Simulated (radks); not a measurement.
Results of a calculation; reference values are marked as such.
Coulomb parameter of the 3d shell of the manganese ion Mn3+ in the model configuration [Ar] 3d3 4s1, as a second difference U = [E(n + 0.5) + E(n - 0.5) - 2 E(n)] / (0.5)^2 with all orbitals relaxed. "Bare": the charge of the atom changes with n. "Screened": the 4s shell takes up the change at fixed total charge, which measures U(3d,3d) + U(4s,4s) - 2 U(3d,4s). Level of theory: Dirac Kohn-Sham, PBE, spin-unpolarised, spherical densities, point nucleus; open shells are shared between the two j in proportion to 2j + 1 (a radial shooting solver on a logarithmic mesh with Libxc functionals).

| case | configuration | E - E(n) (eV) |
|---|---|---|
| start | [Ar] 3d3 4s1 | 0.000 |
| bare +0.5 | [Ar] 3d3.5 4s1 | -21.808 |
| bare -0.5 | [Ar] 3d2.5 4s1 | 26.668 |
| screened +0.5 | [Ar] 3d3.5 4s0.5 | -7.192 |
| screened -0.5 | [Ar] 3d2.5 4s1.5 | 8.413 |

U(bare) = 19.438 eV, U(screened by 4s) = 4.886 eV.
